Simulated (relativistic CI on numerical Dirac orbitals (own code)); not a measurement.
## Ir LIX: sensitivity of the levels to the model

Base calculation: Dirac-Coulomb-Breit CI, orbitals from a KLI potential per configuration, model QED (radiative potential, 1s self-energy scaled to tabulated hydrogen-like ionisation energies), unscaled Slater integrals.

Configurations in the expansion (outside the closed core [Ne]): 3s²3p⁶3d, 3s²3p⁵3d², 3s3p⁶3d², 3s²3p⁶4s, 3s²3p⁶4p, 3s²3p⁶4d, 3s²3p⁵3d4s, 3s²3p⁶4f, 3s²3p⁵3d4p, 3s²3p⁵3d4d, 3s3p⁶3d4s, 3s²3p⁵3d4f, 3p⁶3d²4p, 3s3p⁶3d4p, 3s3p⁶3d4d, 3s²3p⁶5s, 3s²3p⁶5p, 3s3p⁶3d4f, 3s²3p⁶5d, 3s²3p⁶5f, 3s²3p⁶5g, 3p⁶3d³, 3p⁵3d⁴, 3p⁵3d³4s, 3p⁶3d²4s, 3p⁵3d²4s², 3p⁶3d²4d, 3p⁵3d³4d, 3p⁵3d²4s4d. Double excitations out of closed p, d and f shells are left out; levels of such configurations are missing from the list, as are those of other unlisted configurations, and high levels can miss mixing partners. These lack a partner that the ground configuration has and come out too high: 3s²3p⁵3d4p, 3s²3p⁵3d4f.

Variants: (1) configuration mixing switched off; (2) one mean potential for all configurations. Shifts of the energy above 3s²3p⁶3d ²D3/2, in eV, for the lowest level and the first level of each name with at least 55 % of one term (blank where a level changes its place among those of its configuration and J or its character, or is not in the variant):

```csv
Level,Base,Δ(1),Δ(2)
3s²3p⁶3d ²D3/2,0.00,0.00,0.00
3s²3p⁶3d ²D5/2,93.27,+0.03,+0.01
3s²3p⁵3d² ⁴D°1/2,269.59,-1.03,-0.15
3s²3p⁵3d² ⁴G°9/2,358.64,-0.87,-0.16
3s²3p⁵3d² ²H°11/2,370.21,-0.83,-0.16
3s²3p⁵3d² ²G°9/2,389.03,-0.98,-0.16
3s²3p⁵3d² ²F°5/2,416.81,-0.65,-0.16
3s²3p⁵3d² ²P°1/2,423.86,-0.94,-0.16
3s²3p⁵3d² ⁴G°11/2,451.93,-0.83,-0.16
3s3p⁶3d² ⁴F3/2,921.60,-0.67,+0.06
3s3p⁶3d² ⁴P1/2,953.34,-0.58,+0.06
3s3p⁶3d² ⁴F7/2,1011.68,-0.68,+0.04
3s3p⁶3d² ⁴P3/2,1023.43,-0.66,+0.04
3s3p⁶3d² ²G9/2,1029.10,-0.66,+0.04
```

At this charge energies of transitions that change n are usually good to better than 1 %, and those within a shell (Δn = 0) to a few per cent.

Ionisation energy from the two ground configurations alone: base 5910 eV. The NIST ASD value (theoretical) is 5910 eV.

LS names give the leading component of a level, which can be under half, so a name can repeat, a term be missing and a line seem to break the LS rules.
